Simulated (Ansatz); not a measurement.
One change: `F[Si](F)(F)[SiH3]` becomes `[OH][GaH][Si](F)(F)F`.

Ansatz, PBE0-D4/def2-TZVP geometries, multiplicity 1. Each molecule was computed in one conformer, which needn't be the lowest.

Scalar relativity is left out up to krypton.

| property | `F[Si](F)(F)[SiH3]` |
| --- | --- |
| ideal-gas entropy at 298 K and 1 bar (rigid rotor, harmonic PBE0-D4/def2-TZVP) / J/(mol·K) | 341 |
| HOMO–LUMO gap (B3LYP/def2-TZVPP) / eV | 8.70 |
| HOMO–LUMO gap (PBE/def2-TZVPP) / eV | 6.90 |
| HOMO energy (PBE0/def2-TZVPP) / eV | -9.38 |
| HOMO–LUMO gap (PBE0/def2-TZVPP) / eV | 9.08 |
| HOMO energy (PBE/def2-TZVPP) / eV | -8.06 |

**Question.** Give the same properties after the change, and the shifts. (Best estimate.)

**Answer.** Ansatz gave: 
```csv
property,`[OH][GaH][Si](F)(F)F`,shift
"ideal-gas entropy at 298 K and 1 bar (rigid rotor, harmonic PBE0-D4/def2-TZVP) / J/(mol·K)",394,53
HOMO–LUMO gap (B3LYP/def2-TZVPP) / eV,5.93,-2.77
HOMO–LUMO gap (PBE/def2-TZVPP) / eV,4.31,-2.59
HOMO energy (PBE0/def2-TZVPP) / eV,-8.56,0.82
HOMO–LUMO gap (PBE0/def2-TZVPP) / eV,6.38,-2.70
HOMO energy (PBE/def2-TZVPP) / eV,-7.23,0.83
```

With PBE0 the HOMO rises by 0.82 eV and the LUMO falls by 1.88 eV, so the gap narrows by about 2.70 eV. PBE moves the HOMO by 0.83 eV and ωB97M-V by 0.80 eV. Modes under 60 cm⁻¹, often nearly free rotors, make the harmonic entropy too high.

B3LYP here is the variant with VWN-RPA as its local correlation; programs differ in this.
